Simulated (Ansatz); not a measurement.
Isolated molecules relaxed with PBE0-D4/def2-TZVP in Ansatz; ΔE leaves out vibrations. CBS: MP2 limit from def2 TZ/QZ plus the TZ coupled-cluster correction, frozen cores. DFT in def2-TZVPP. For Ge outer-core shells are correlated without core-valence functions, which leaves a few kJ/mol of doubt a bond. Scalar relativity is left out up to krypton. One conformer a species, not always the lowest.

Reaction (formal exchange of groups at the Si–C bond): `N=C=C[SiH2][GeH3]` + `FCS` → `S[SiH2][GeH3]` + `N=C=CCF`

```csv
level,ΔE (kcal/mol)
PBE0,-9.5
CCSD/CBS(def2),-10.2
```

(1) What does CCSD(T)/CBS give? (Best estimate.)

Largest T1 diagnostic among the species: 0.014.

Results:

(1) Computed: -9.6 kcal/mol. The listed levels differ from it by 0.1, -0.6 kcal/mol.

In def2-TZVPP, CCSD(T) changes the Hartree–Fock value by +1.4 kcal/mol (the triples alone add +0.6 kcal/mol) and MP2 by +2.1 kcal/mol. From PBE to PBE0 (25 % exact exchange), in def2-TZVPP and without D4, ΔE moves by −1.0 kcal/mol.
